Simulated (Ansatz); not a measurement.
Cost and result for the atomization energy of CH8O2Si2 (`CO[SiH2]O[SiH3]`) (13 atoms, 12 bonds).

Z-matrix (Å, degrees):
```
C
O 1 1.410
H 1 1.095 2 111.0
H 1 1.091 2 108.4 3 119.2
H 1 1.096 2 111.7 3 -121.4
Si 2 1.632 1 123.9 3 77.8
O 6 1.632 2 112.2 1 -66.8
H 6 1.484 2 110.1 1 51.1
H 6 1.479 2 105.4 1 173.3
Si 7 1.637 6 144.4 2 -56.8
H 10 1.486 7 109.9 6 78.7
H 10 1.483 7 108.3 6 -161.8
H 10 1.487 7 110.5 6 -41.7
```

Total charge 0; spin multiplicity 1. Geometry: relaxed with PBE0-D4/def2-TZVP. It is one conformer, not always the lowest. Program: Ansatz. All runs use 4 threads of a server CPU on a shared host. Times are those of one run each, without the atoms' runs, and a repeat can differ threefold. Electronic energies, without spin–orbit coupling; frozen cores. CCSD(T)/CBS adds CCSD(T) − MP2 in def2-TZVPP to the MP2 limit, and its time is that of the two runs behind it. T1 = 0.011. HSE06 is the plane-wave form, built on full-range PBE exchange.

CCSD(T)/CBS is a level of theory with its own doubt, some kJ/mol a heavy atom from the limit and from the frozen cores, so smaller differences don't rank the functionals.

| level | functions | wall time |
| --- | --- | --- |
| LDA (SPW92)/def2-TZVPP | 289 | 1.7 s |
| revPBE-D4/def2-TZVPP | 289 | 2.4 s |
| BLYP-D4/def2-TZVPP | 289 | 2.7 s |
| PBE-D4/def2-TZVPP (with forces) | 289 | 2.8 s |
| HSE06-D4/def2-TZVPP | 289 | 4.3 s |
| r2SCAN-D4/def2-TZVPP (with forces) | 289 | 4.6 s |
| ωB97X-V/def2-TZVPP | 289 | 7.5 s |
| PBE-QIDH/def2-TZVPP | 289 | 7.5 s |
| CCSD(T)/def2-SVP | 118 | 8 s |
| ωB97M-V/def2-TZVPP (with forces) | 289 | 12 s |
| MP2/def2-QZVPP | 551 | 33 s |
| CCSD(T)/def2-TZVPP | 289 | 3.3 min |
| CCSD(T)/CBS(def2) | – | 3.8 min |

Task: What atomization energy does each give, and how far from CCSD(T)/CBS? (Estimate.)

Result: The calculation gave: 
```csv
level,atomization (kJ/mol),difference from CCSD(T)/CBS,per bond
LDA (SPW92)/def2-TZVPP,5266.7,552.0,46.0
revPBE-D4/def2-TZVPP,4590.9,-123.8,-10.3
BLYP-D4/def2-TZVPP,4664.3,-50.4,-4.2
PBE-D4/def2-TZVPP (with forces),4689.3,-25.4,-2.1
HSE06-D4/def2-TZVPP,4637.6,-77.1,-6.4
r2SCAN-D4/def2-TZVPP (with forces),4690.6,-24.1,-2.0
ωB97X-V/def2-TZVPP,4717.2,2.5,0.2
PBE-QIDH/def2-TZVPP,4634.9,-79.8,-6.7
CCSD(T)/def2-SVP,4382.7,-332.0,-27.7
ωB97M-V/def2-TZVPP (with forces),4706.3,-8.4,-0.7
MP2/def2-QZVPP,4717.5,2.8,0.2
CCSD(T)/def2-TZVPP,4588.7,-126.0,-10.5
CCSD(T)/CBS(def2),4714.7,0.0,0.0
```

From BLYP to BHLYP (50 % exact exchange), in def2-TZVPP and without D4, the atomization energy moves by −47.6 kJ/mol: exact exchange takes away binding that semilocal exchange gives to molecules. Leaving LDA and LC-ωPBE aside and taking each functional with its dispersion term where it has one, the values, not all of them listed here, spread over 134.0 kJ/mol, from revPBE-D4 to CAM-B3LYP-D4. LDA lies +603.9 kJ/mol from PBE without D4, its usual overbinding. At CCSD(T), def2-SVP lies −332.0 kJ/mol from the extrapolated value and def2-TZVPP −126.1 kJ/mol: correlation converges slowly with the basis, and small sets miss more of it in the bonded molecule than in its fragments.
